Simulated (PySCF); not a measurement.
Q: Write a Z-matrix for `C1=[CH][GeH2][CH]=C1` as optimised with LC-wPBE/def2-SVP.

A: 
Z-matrix in Å and degrees, rows numbered from 1:
```
C 
C   1  1.3402
Ge  2  1.9326  1  107.48
C   3  1.9327  2   89.82  1     0.07
C   4  1.3403  3  107.46  2    -0.05
H   1  1.0952  2  123.02  3   179.96
H   2  1.0915  1  122.51  3  -179.94
H   3  1.5294  2  114.19  1  -116.57
H   3  1.5293  2  114.30  1   116.75
H   4  1.0914  3  130.03  2   180.00
H   5  1.0952  1  119.35  2  -179.98
```

The 5 heavy atoms lie in one plane (0.000 Å rms). The 5-membered ring C1–C2–Ge3–C4–C5 has internal angles of 89.8° to 117.6° (sum 540°, against 540° for a flat polygon); it is planar, 0.00 Å rms from its mean plane, widest ring torsion 0°. Ge3 (germanium bonded to 2 C and 2 H) has angles from 89.8° to 114.3°. The 3 C–C bonds span 1.340 Å (C1=C2, drawn double) to 1.486 Å (C1–C5, drawn single), a spread of 0.146 Å.

Method: PySCF, LC-wPBE/def2-SVP geometry optimisation, gas phase.

Point group: C2v (tolerance 0.08 Å). No frequency check.
